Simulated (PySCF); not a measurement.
A mixed set of molecules.

All values: wB97X-D/def2-SVPD (PySCF) at PBE0-D3(BJ)/def2-SVP geometries, gas phase, one conformer each. Core orbitals are frozen in the response; Δα² is half the sum of the squared differences of the principal polarisabilities. The calculation is non-relativistic, for bromine too. Dipoles and anisotropies that the point group forbids are given as zero.

Problem. Rank by dipole moment, highest first.
A. `c1ccc2[nH]nnc2c1`
B. `[CH3:1][C:2]([CH3:3])([CH3:4])[C:5]#[C:6][B:7]([OH:8])[OH:9]` with C6–B7–O8–H 180°, C6–B7–O9–H 180°
C. TiBr2Cl2, `[Cl][Ti]([Cl])([Br])[Br]`
D. `[CH2:1]1[CH2:2][NH:3][CH2:4][CH2:5][NH:6]1` with N6–C1–C2–N3 52°, C1–C2–N3–C4 -51°, C2–N3–C4–C5 51°, N3–C4–C5–N6 -52° (piperazine)
E. aluminum monochloride, `[Al][Cl]` [singlet]
F. `[CH3:1][C:2](=[S:3])[CH2:4][CH2:5][B:6]([F:7])[F:8]` with C1–C2–C4–C5 162°, C2–C4–C5–B6 41°, C4–C5–B6–F7 66°

Solution. F (5.65 D), A (4.12 D), E (1.62 D), B (1.37 D), C (0.25 D), D (0.00 D).

Problem. Rank by mean static polarisability, highest first.
A. `[Cl][Ti]([Cl])([Br])[Br]`
B. `C1CNCCN1`
C. `c1ccc2[nH]nnc2c1`
D. `CC(C)(C)C#CB(O)O`
E. `CC(=S)CCB(F)F`
F. `[Al][Cl]` [singlet]

Solution. A (16.28 Å³), D (14.18 Å³), C (12.92 Å³), E (12.07 Å³), B (9.38 Å³), F (7.90 Å³).

Problem. Rank by vertical ionisation energy (ΔSCF), highest first.
A. `c1ccc2c([nH]nn2)c1`
B. `C1CNCCN1`
C. `[Al][Cl]` [singlet]
D. `CC(=S)CCB(F)F`

Solution. D (9.55 eV), C (9.37 eV), A (9.05 eV), B (7.86 eV).

All values together:

```
                  SMILES   formula  μ (D)  HOMO (eV)  LUMO (eV)  α (Å³)  Δα (Å³)  electrons  α per electron (Å³)  ΔSCF removal energy (eV)
           CC(=S)CCB(F)F  C4H7BF2S   5.65      -9.35      -0.90   12.07     4.28         70                0.172                      9.55
                C1CNCCN1   C4H10N2   0.00      -7.60       2.41    9.38     1.29         48                0.195                      7.86
        c1ccc2[nH]nnc2c1    C6H5N3   4.12      -8.91       0.29   12.92     8.75         62                0.208                      9.05
                [Al][Cl]      AlCl   1.62      -8.84      -0.04    7.90     1.72         30                0.263                      9.37
[Cl][Ti]([Cl])([Br])[Br]  Br2Cl2Ti   0.25     -10.79      -2.31   16.28     2.13        126                0.129                         –
        CC(C)(C)C#CB(O)O  C6H11BO2   1.37      -9.28       1.23   14.18     6.64         68                0.209                      9.48
```

Conformers: `[CH3:1][C:2](=[S:3])[CH2:4][CH2:5][B:6]([F:7])[F:8]` with C1–C2–C4–C5 162°, C2–C4–C5–B6 41°, C4–C5–B6–F7 66°; `[CH2:1]1[CH2:2][NH:3][CH2:4][CH2:5][NH:6]1` with N6–C1–C2–N3 52°, C1–C2–N3–C4 -51°, C2–N3–C4–C5 51°, N3–C4–C5–N6 -52°; `[CH3:1][C:2]([CH3:3])([CH3:4])[C:5]#[C:6][B:7]([OH:8])[OH:9]` with C6–B7–O8–H 180°, C6–B7–O9–H 180°.

A dash marks a removal energy that wasn't run or isn't settled.

Problem. By how much does the ΔSCF value exceed −ε(HOMO) over the species that have both?

Solution. By 0.15 to 0.52 eV, 0.26 eV on average, over 5 species.
